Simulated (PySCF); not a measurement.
**The 7-electron isoelectronic series, spin-free X2C**

Calculated with PySCF 2.14 from differences of total energies of unrestricted determinants, without spin-orbit coupling. Each ion has its own even-tempered basis scaled to its charge (19s13p5d5f4g for the first); frozen: nothing. Ionisation energies in eV, correlation energies of the ion in mhartree.

| ion | configuration | UHF | LDA | PBE | PBE0 | r2SCAN | MP2 (all electrons) | E_corr MP2 | NIST (with spin-orbit, Breit and QED) |
| --- | --- | --- | --- | --- | --- | --- | --- | --- | --- |
| Gd(57+) | [He] 2s2 2p3 (4S) | 12434.5 | 12427.3 | 12429.2 | 12430.8 | 12435.0 | 12434.5 | -246.1 | 12147 ± 6 (t) |
| Tb(58+) | [He] 2s2 2p3 (4S) | 12868.4 | 12861.1 | 12863.0 | 12864.7 | 12868.9 | 12868.5 | -247.8 | 12563 ± 6 (t) |
| Dy(59+) | [He] 2s2 2p3 (4S) | 13310.5 | 13303.0 | 13305.0 | 13306.7 | 13311.0 | 13310.6 | -248.9 | 12986 ± 7 (t) |
| Ho(60+) | [He] 2s2 2p3 (4S) | 13760.8 | 13753.1 | 13755.2 | 13756.9 | 13761.3 | 13760.9 | -250.6 | 13417 ± 10 (t) |
| Er(61+) | [He] 2s2 2p3 (4S) | 14219.3 | 14211.4 | 14213.6 | 14215.3 | 14219.8 | 14219.4 | -251.8 | 13855 ± 12 (t) |
| Tm(62+) | [He] 2s2 2p3 (4S) | 14686.1 | 14678.1 | 14680.3 | 14682.0 | 14686.6 | 14686.2 | -253.1 | 14300 ± 15 (t) |
| Yb(63+) | [He] 2s2 2p3 (4S) | 15161.2 | 15153.0 | 15155.3 | 15157.1 | 15161.7 | 15161.4 | -254.9 | 14752 ± 19 (t) |
| Lu(64+) | [He] 2s2 2p3 (4S) | 15644.8 | 15636.4 | 15638.7 | 15640.5 | 15645.3 | 15644.9 | -256.2 | 15211 ± 24 (t) |
| Hf(65+) | [He] 2s2 2p3 (4S) | 16136.8 | 16128.2 | 16130.6 | 16132.5 | 16137.3 | 16136.9 | -258.0 | 15680 ± 30 (t) |
| Ta(66+) | [He] 2s2 2p3 (4S) | 16637.3 | 16628.6 | 16631.0 | 16632.9 | 16637.8 | 16637.5 | -259.5 | 16150 ± 40 (t) |

Each ion has its own basis, which adds noise of up to about 0.1 % along the series.

NIST values marked (s) are semi-empirical, (t) theoretical. Open shells are high-spin determinants of the terms that Hund's rules give; for the heavier ions, far from LS coupling, these are not the ground levels.

Spin-orbit coupling of the open shells is absent from the calculated values and included in NIST's; it grows fast with Z.

At high Z the X2C-1e correlation energies are inflated by the missing two-electron picture change in the 1s pairs.
